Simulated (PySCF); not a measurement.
Task: Write Cartesian coordinates for benzenethiol, `c1cc(ccc1)S` as optimised with GFN2-xTB.

Result: 
```
atom  x, y, z in Å
S1     2.8278   -0.2651    0.1747
C2     1.0660   -0.1388    0.0671
C3     0.3169   -1.3062    0.1456
C4    -1.0610   -1.2427    0.0670
C5    -1.6972   -0.0217   -0.0877
C6    -0.9466    1.1390   -0.1652
C7     0.4335    1.0866   -0.0900
H8     3.0704    1.0396    0.0606
H9     0.8185   -2.2542    0.2675
H10   -1.6403   -2.1517    0.1273
H11   -2.7738    0.0250   -0.1474
H12   -1.4339    2.0954   -0.2847
H13    1.0154    1.9953   -0.1526
```

Orientation and origin are arbitrary. Atoms count from 1 in this order. The 6-membered ring C2–C3–C4–C5–C6–C7 has internal angles of 119.6° to 120.4° (sum 720°, against 720° for a flat polygon); it is planar, 0.00 Å rms from its mean plane, widest ring torsion 0°. The 7 heavy atoms lie in one plane (0.001 Å rms). Of the pairs four or more bonds apart, H8···H13 is among the closest relative to their van der Waals radii: 2.28 Å, 95 % of the sum of Bondi's values.

Bonds between heavy atoms (Å): S1–C2 1.770, C2–C3 1.389, C3–C4 1.382, C4–C5 1.385, C5–C6 1.384, C6–C7 1.383, C2–C7 1.388.

The geometry is computed with GFN2-xTB (gas phase).

Point group: Cs (every atom within 0.08 Å of its image). Not checked by GFN2-xTB frequencies. The numbers are those of one conformer (H–S1–C2–C3 180°).
